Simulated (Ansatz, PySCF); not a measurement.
MoCl4H2, SMILES [Cl][MoH2]([Cl])([Cl])[Cl], multiplicity 1. Atoms are numbered in the order given.

```xyz
7

Mo     0.0000     0.0000     0.0510
Cl     0.0000    -2.2388     0.4448
Cl     2.1874     0.0000    -0.7186
Cl    -2.1874     0.0000    -0.7186
Cl     0.0000     2.2388     0.4448
H      0.8039     0.0000     1.4840
H     -0.8039     0.0000     1.4840
```
Charge 0, spin multiplicity 1.

Geometry optimised at B3LYP-D3(BJ)/def2-SVP. The spin state was assumed, not searched. The structure was generated by enumeration; whether it is a known compound was not checked. The def2 effective core potentials stand for the cores of Mo; spin–orbit coupling is left out.

Two levels are set side by side: PBE-D3(BJ)/def2-SVP (Ansatz, a program for electronic structure) and B3LYP-D3(BJ)/def2-SVP (Ansatz). Each level has its own optimised geometry; the coordinates shown are those of the second. Frequencies come from the Hessian of PySCF at each geometry. Differences are taken from unrounded values.

```tsv
quantity	B3LYP-D3(BJ)	PBE-D3(BJ)	PBE-D3(BJ) minus B3LYP-D3(BJ)
mean bond length (Å)	2.078	2.082	0.004
bond Mo1–Cl2 (Å)	2.273	2.273	0.000
bond Mo1–Cl3 (Å)	2.319	2.317	-0.002
bond Mo1–Cl4 (Å)	2.319	2.317	-0.002
bond Mo1–Cl5 (Å)	2.273	2.273	0.000
bond Mo1–H6 (Å)	1.643	1.657	0.014
bond Mo1–H7 (Å)	1.643	1.657	0.014
highest harmonic wavenumber (cm⁻¹)	2097	2031	-66
mean harmonic wavenumber (cm⁻¹)	626	612	-13
zero-point energy (kcal/mol)	13.41	13.13	-0.29
```
